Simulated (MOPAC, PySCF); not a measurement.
C3H8Ge, SMILES `C([CH2][GeH3])=C` (C–C–C–Ge torsion 107°), neutral singlet in the gas phase. 

Cartesian coordinates (Å):
SMILES: C=C[CH2][GeH3]
```xyz
12

C     -1.9756     0.1516     0.5976
C     -0.8475    -0.5417     0.4998
C      0.0810    -0.5160    -0.6584
Ge     1.7236     0.4894    -0.2336
H     -2.3210     0.7907    -0.2094
H     -2.5923     0.1026     1.4868
H     -0.5457    -1.1656     1.3397
H      0.3905    -1.5260    -0.9420
H     -0.3819    -0.0473    -1.5299
H      1.3701     1.9638     0.0204
H      2.7226     0.3955    -1.4021
H      2.3762    -0.0971     1.0310
```
Charge 0, multiplicity 1.

All levels are single points at this geometry (PBE0-D4/def2-TZVP); Pople sets use spherical d functions. Orbital energies aren't observables, and empty levels follow the basis.

PM6 in MOPAC gives HOMO (eV) = -9.70.

**Question.** Estimate the HOMO (eV) from each of these levels: B3LYP-D3(BJ)/def2-TZVP in PySCF; PBE0-D4/def2-TZVP in PySCF; B3LYP/3-21G in PySCF; B3LYP/6-311+G** (LANL2DZ on Ge) in PySCF; PBE/6-31G* in PySCF; AM1 in MOPAC; PM3 in MOPAC; PM7 in MOPAC.

**Answer.** 
| level | HOMO (eV) |
|---|---|
| B3LYP-D3(BJ)/def2-TZVP in PySCF | -6.89 |
| PBE0-D4/def2-TZVP in PySCF | -7.10 |
| B3LYP/3-21G in PySCF | -6.62 |
| B3LYP/6-311+G** (LANL2DZ on Ge) in PySCF | -6.90 |
| PBE/6-31G* in PySCF | -5.72 |
| AM1 in MOPAC | -9.65 |
| PM3 in MOPAC | -9.75 |
| PM7 in MOPAC | -9.66 |
